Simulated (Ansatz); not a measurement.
Gas-phase electronic energies from Ansatz, PBE0-D4/def2-TZVP geometries. CCSD(T)/CBS adds triple-zeta CCSD(T) − MP2 to the extrapolated MP2 energy (def2 sets, frozen cores). Functionals use def2-TZVPP. Each species was taken in one conformer, which may not be the lowest.

`Cc1ccc(C)cc1` + `CCC(C)CC` → `CCCC(C)CC` + `Cc1ccccc1`  (formal exchange of groups at a C–C bond)

`Cc1ccc(C)cc1`:

```xyz
18

C    -1.445   -2.076   -1.440
C    -0.698   -1.000   -0.713
C     0.662   -1.122   -0.447
C     1.346   -0.142    0.254
C     0.698    1.000    0.713
C     1.445    2.076    1.440
C    -0.662    1.122    0.447
C    -1.346    0.142   -0.254
H    -1.843   -2.819   -0.742
H    -0.798   -2.605   -2.143
H    -2.290   -1.667   -1.998
H     1.196   -2.001   -0.793
H     2.407   -0.266    0.448
H     1.853    2.813    0.741
H     2.283    1.665    2.006
H     0.795    2.612    2.135
H    -1.196    2.002    0.793
H    -2.407    0.266   -0.448
```

`CCC(C)CC`:

```xyz
20

C     0.986   -1.845   -0.917
C     0.968   -1.186    0.454
C    -0.028   -0.035    0.621
C    -1.468   -0.505    0.461
C     0.300    1.138   -0.301
C    -0.477    2.407    0.005
H     1.257   -1.138   -1.704
H     1.716   -2.657   -0.944
H     0.014   -2.274   -1.174
H     1.972   -0.811    0.683
H     0.748   -1.946    1.213
H     0.088    0.326    1.652
H    -2.179    0.276    0.737
H    -1.671   -1.372    1.097
H    -1.682   -0.793   -0.572
H     0.119    0.845   -1.342
H     1.374    1.349   -0.227
H    -1.550    2.274   -0.151
H    -0.329    2.717    1.044
H    -0.155    3.231   -0.635
```

`CCCC(C)CC`:

Z-matrix (Å, degrees):
```
C
C 1 1.519
H 1 1.094 2 111.0
H 1 1.094 2 111.1 3 -119.5
H 1 1.093 2 111.7 3 120.2
C 2 1.520 1 112.5 3 59.8
H 2 1.094 1 109.2 3 -62.7
H 2 1.097 1 109.6 3 -178.6
C 6 1.527 2 115.4 1 175.7
H 6 1.099 2 109.3 1 -61.2
H 6 1.097 2 108.5 1 53.7
C 9 1.523 6 111.8 2 63.2
C 9 1.528 6 109.9 2 -172.1
H 9 1.100 6 107.6 2 -55.3
H 12 1.095 9 110.4 6 61.5
H 12 1.091 9 111.8 6 -58.4
H 12 1.092 9 111.8 6 -178.5
C 13 1.519 9 114.9 6 172.4
H 13 1.096 9 108.3 6 50.4
H 13 1.097 9 108.7 6 -64.3
H 18 1.092 13 111.0 9 -175.5
H 18 1.092 13 112.1 9 64.6
H 18 1.094 13 111.0 9 -55.8
```

`Cc1ccccc1`:

```xyz
15

C    -0.398    2.105   -0.566
C    -0.142    0.677   -0.190
C    -0.627    0.154    1.005
C    -0.367   -1.158    1.368
C     0.384   -1.975    0.537
C     0.870   -1.468   -0.659
C     0.607   -0.155   -1.017
H    -1.320    2.476   -0.116
H     0.417    2.751   -0.222
H    -0.473    2.225   -1.648
H    -1.220    0.786    1.660
H    -0.757   -1.545    2.303
H     0.586   -3.003    0.818
H     1.454   -2.100   -1.319
H     0.987    0.232   -1.957
```

| level | ΔE (eV) |
| --- | --- |
| PBE-D4 | 0.09 |
| CCSD/def2-TZVPP | 0.05 |

What does CCSD(T)/CBS give? (Estimate.)

Computed: +0.05 eV. The listed levels differ from it by 0.04, 0.00 eV.

Largest T1 diagnostic among the species: 0.010.

The D4 term adds +0.03 eV with B3LYP and +0.02 eV with PBE0; it sums over pairs of atoms, weighted by their polarisabilities, and B3LYP, whose exchange is more repulsive, gets the larger term. In def2-TZVPP, CCSD(T) changes the Hartree–Fock value by +0.05 eV (the triples alone add +0.01 eV) and MP2 by +0.09 eV.

B3LYP here is the variant with VWN-RPA as its local correlation; programs differ in this.

CCSD(T)/CBS has its own doubt, a few kJ/mol and more with outer-core shells, so smaller differences from it don't rank the levels.
